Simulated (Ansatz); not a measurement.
Ansatz (a first-principles code) input (CCSD(T)/def2-TZVPP):

Ansatz 0.2 input:
```yaml
crystal:
  periodic: [false, false, false]
  atoms:
    - {symbol: Bi, position_ang: [-0.25936826, -0.14047736, 0.35475257]}
    - {symbol: Cl, position_ang: [-0.27877501, 1.98066989, -0.88423080]}
    - {symbol: Cl, position_ang: [1.54510241, -1.29480986, -0.84779644]}
basis:
  gaussian:
    orbitals: def2-TZVPP
magnetization: {spin_polarized: true, initial_magnetization: 1}
correlation: {method: ccsd_t, electrons: outside_noble_gas}
```

End of the output:

```
integrals: 0.41 GiB planned
969 factors; integrals over basis functions are off by at most 7.8e-4 eV
mean field: 0.76 GiB planned
mean field evaluation 1: about -30820.0726 eV, gradient 1.4e1 eV
mean field evaluation 2: about -30820.0966 eV, gradient 1.4e1 eV
mean field evaluation 4: about -30821.5341 eV, gradient 1.4e0 eV
mean field evaluation 8: about -30821.5728 eV, gradient 1.1e-1 eV
mean field evaluation 16: about -30821.5732 eV, gradient 2.4e-6 eV
mean field evaluation 32: about -30818.6906 eV, gradient 5.4e-1 eV
mean field evaluation 64: about -30818.1588 eV, gradient 1.1e1 eV
mean field evaluation 96: about -30818.7011 eV, gradient 4.4e-4 eV
mean field -30821.57322173 eV, -1132.6719242858 hartree, gradient 2.4e-6 eV, S^2 0.760735; 2 other end points of the search recorded, 0 dependent functions left out
determinant -30821.57322173 eV, -1132.6719242858 hartree, with singles and doubles -30835.19751845 eV, -1133.1726079553 hartree
determinant -30818.70107448 eV, -1132.5663748212 hartree, with singles and doubles -30832.58488460 eV, -1133.0765954324 hartree
determinant -30818.61257012 eV, -1132.5631223461 hartree, with singles and doubles -30832.45509179 eV, -1133.0718256345 hartree
19 core orbitals not correlated
reference -30821.57322173 eV, -1132.6719242858 hartree; 10, 9 occupied and 105, 106 virtual orbitals, 969 factors
second order -12.59141093 eV of doubles, -0.00000000 eV of singles
coupled cluster: 0.86 GiB planned
cycle   1  -13.56869560 eV  change   -4.3e-1 eV  update   1.8e-2
cycle   2  -13.59287736 eV  change   -2.4e-2 eV  update   4.2e-3
cycle   3  -13.59362929 eV  change   -7.5e-4 eV  update   1.9e-3
cycle   4  -13.59455263 eV  change   -9.2e-4 eV  update   8.1e-4
cycle   5  -13.59481353 eV  change   -2.6e-4 eV  update   4.2e-4
cycle   6  -13.59483503 eV  change   -2.2e-5 eV  update   1.4e-4
cycle   7  -13.59480814 eV  change    2.7e-5 eV  update   5.5e-5
cycle   8  -13.59481550 eV  change   -7.4e-6 eV  update   1.8e-5
perturbative correction -0.61276645 eV, -0.0225187517 hartree
Total energy: -30835.78080367 eV, -1133.1940432921 hartree
```

It need not be the lowest isomer of its formula.
